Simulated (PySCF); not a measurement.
Compound: C2H6Cl2Se.
InChI=1S/C2H6Cl2Se/c1-5(2,3)4/h1-2H3

A linear-response calculation (PySCF, def2-SVPD basis, gas phase, vertical, core orbitals frozen in the response) gave these numbers; the functional is withheld.

Orbital energies (eV): HOMO-3 -9.51, HOMO-2 -7.27, HOMO-1 -7.18, HOMO -6.94, LUMO -3.22, LUMO+1 -0.73, LUMO+2 -0.03.

```
state  E (eV)       f  main configurations (H = HOMO, L = LUMO)
   S1    2.48  0.0020                                 H→L (96%)
   S2    2.75  0.0004                  H-1→L (61%), H-2→L (38%)
   S3    3.01   0.025                  H-2→L (61%), H-1→L (34%)
   S4    4.68  0.0018                               H-3→L (99%)
   S5    4.84  0.0040                               H-4→L (98%)
   S6    5.07   0.028                               H→L+1 (92%)
```

Triplets (Tamm–Dancoff): T1 2.10 eV, H→L (89%), H-2→L (8%); T2 2.48 eV, H-1→L (67%), H-2→L (25%); T3 2.66 eV, H-2→L (66%), H-1→L (30%); T4 4.07 eV, H-3→L (95%).

Vertical ionisation energy by ΔSCF with the same functional: 8.87 eV. Mean static polarisability: 95.6 au.

Question: Name the functional.
A. PBE0
B. wB97X-D
C. PBE
D. HF

Answer: A. PBE0 is a global hybrid with 25% exact exchange. In this run −ε(HOMO) = 6.94 eV differs from the ΔSCF value by -1.93 eV, and S1 differs from the orbital gap of 3.73 eV by -1.25 eV. The ratio −ε(HOMO)/IP is 0.78. Small neutral molecules mostly give 0.7 to 0.83 with PBE0, 0.5 to 0.7 with PBE, 0.89 to 0.99 with wB97X-D; with Hartree–Fock the ratio is 1 or more (Koopmans' value less the relaxation energy is the ΔSCF value). The other options: PBE, a GGA without exact exchange; HF, time-dependent Hartree–Fock, 100% exact exchange; wB97X-D, range-separated, 22% exact exchange at short range and 100% at long range (ω = 0.2 bohr⁻¹).

Theory: PySCF, TDDFT PBE0/def2-SVPD, vertical, gas phase, core orbitals frozen in the response. Isolated species at its PBE0-D3(BJ)/def2-SVP geometry, gas phase. The PBE0/def2-SVPD calculation is non-relativistic and has no spin–orbit coupling, an omission that weighs most on selenium.
